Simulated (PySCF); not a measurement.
Work out the structure from these simulated measurements.

Formula: C5H14BP.

* Polarisability: 101.7 au [PBE0/def2-SVPD]
* NMR, other nuclei: isotropic shieldings of nuclei other than C and H, by class: 150 (1 B), 334 (1 P) ppm [GIAO KT3/pcSseg-1]
* 1H NMR: chemical shifts (computed TMS as zero) by class: 1.21 (6 H), 0.96 (2 H), 0.63 (2 H), 0.37 (3 H), 0.34 (1 H) ppm [GIAO KT3/pcSseg-1]
* Rotational structure: rotational constants A, B, C: 2.817, 1.556, 1.539 GHz [PBE0-D3(BJ)/def2-SVP]
* Dipole: 5.01 D [PBE0/def2-SVPD]
* 13C NMR: chemical shifts (computed TMS as zero) by class: 14.5 (2 C), 9.1 (1 C), 4.9 (2 C) ppm [GIAO KT3/pcSseg-1]

The electronic properties come from PySCF, for the isolated species, density fitting. Levels stand in brackets. The structure is a single PBE0-D3(BJ)/def2-SVP conformer in the gas phase; no vibrational or solvent corrections. NMR values are class means; diastereotopic atoms form classes of their own.

Question: What is the compound? Reason from the data.

Answer: Numbering: `[BH3-:1][P+:2]([CH3:3])([CH3:4])[CH:5]1[CH2:6][CH2:7]1`. 5 carbons fall into 3 classes; from least to most shielded: chain sp3 carbon bound to phosphorus [C3/C4] (14.5 ppm, 2 C), ring sp3 carbon bound to phosphorus [C5] (9.1 ppm), three-membered-ring carbon [C6/C7] (4.9 ppm, 2 C). Hydrogen classes from least to most shielded: 6 H on 2 like atoms (sp3 carbon bound to phosphorus), C3/C4 (1.21 ppm), 2 H on 2 three-membered-ring carbons, C6/C7 (0.96 ppm), 2 H on 2 three-membered-ring carbons, C6/C7 (0.63 ppm), 3 H on a four-coordinate boron, B1 (0.37 ppm), 1 H on an sp3 carbon bound to phosphorus, C5 (0.34 ppm). The other shieldings belong to: 150 ppm, four-coordinate boron [B1]; 334 ppm, phosphorus bonded to B and 3 C [P2]. By its constants the optimised geometry is a nearly prolate symmetric top. Structure: `[BH3-][P+](C)(C)C1CC1`. Computed isomers that give other values at the same levels: `C[C@H]1C[C@H]([BH2-][PH3+])C1` (rotational constant A: 3.501 GHz; this holds for the one conformer computed). The assignments are read from this structure; whether some other isomer fits the data as well wasn't checked.

Shape of the structure used: `[BH3-:1][P+:2]([CH3:3])([CH3:4])[CH:5]1[CH2:6][CH2:7]1`: B1–P2–C5–C6 34°.
